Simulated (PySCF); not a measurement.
## Working with the constants of BaCa

PBE0 constants of BaCa, ¹Σ⁺ (singlet), closed shell (Ba x2c-TZVPall, Ca x2c-TZVPall; spin-free X2C with a Gaussian nucleus (PySCF 2.14); masses 137.9052 and 39.9626 u):

| Property | Result |
| --- | --- |
| ωe | 60.7 cm⁻¹ |
| ωexe | 0.439 cm⁻¹ |
| Be | 0.025882 cm⁻¹ |
| αe | 0.000197 cm⁻¹ |
| De to Ba + Ca | 0.211 eV |

Task: What force constant and bond length do these constants imply?

Result: Reduced mass μred = 30.984 u; k = 5.8918×10⁻⁷·μred·ωe² (u, cm⁻¹, mdyn/Å) = 0.0673 mdyn/Å; Re = √(16.8576/(μred·Be)) (u, cm⁻¹, Å) = 4.585 Å.

Task: Estimate the centrifugal constant D from the Kratzer relation and find the Dunham coefficient a1.

Result: D = 4Be³/ωe² = 1.88e-08 cm⁻¹; a1 = −1 − αeωe/(6Be²) = -3.98.

Closed-shell solutions of metal pairs were not tested for spin polarisation, which can lower them a little. The bond is weak. Basis-set superposition, not corrected here, can be much of De in a small basis, most of all at correlated wavefunction levels. Functionals without a dispersion term scatter widely for such bonds, and LDA overbinds them. Spin–orbit coupling is left out.
